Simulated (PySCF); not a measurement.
Give a PBE0-D3(BJ)/def2-SVP geometry of `n1c(cccc1)[Si@@H]([SiH3])N`.

Z-matrix in Å and degrees, rows numbered from 1:
```
N 
Si  1  1.7396
Si  2  2.3526  1  118.24
C   2  1.8919  1  109.73  3  -118.35
C   4  1.3994  2  123.96  1   -26.87
C   5  1.3928  4  118.95  2  -179.66
C   6  1.3927  5  118.62  4     0.07
C   7  1.3959  6  118.46  5    -0.40
N   8  1.3287  7  123.15  6     0.07
H   1  1.0142  2  120.10  3    43.13
H   1  1.0135  2  118.55  3   -97.82
H   2  1.4983  1  105.03  3   123.30
H   3  1.4942  2  112.51  1   165.47
H   3  1.5018  2  109.77  1    45.74
H   3  1.4969  2  110.26  1   -72.19
H   5  1.0931  4  119.44  2     0.77
H   6  1.0933  5  120.76  4  -179.87
H   7  1.0923  6  121.28  5  -179.89
H   8  1.0963  7  120.31  6  -179.40
```

Si2 (SiH silicon) is distorted tetrahedral (angles from 103.5° to 118.2°). N1 (silicon-bound nitrogen) has angles 120.1°, 118.5° and 110.5°, sum 349.2°, 0.23 Å off the plane of its three neighbours. The 6-membered ring C4–C5–C6–C7–C8–N9 has internal angles of 118.5° to 123.2° (sum 720°, against 720° for a flat polygon); it is planar, 0.00 Å rms from its mean plane, widest ring torsion 1°. Si3 (SiH3 silicon) is tetrahedral (angles from 107.2° to 112.5°).

Method used: PBE0-D3(BJ)/def2-SVP geometry optimisation, gas phase (PySCF 2.14.0).

Point group: C1 (no symmetry element, even within 0.4 Å). PBE0-D3(BJ)/def2-SVP frequencies: not computed here. One conformer, not necessarily the lowest (H–N1–Si2–Si3 43° and -98°, N1–Si2–C4–C5 -27°).
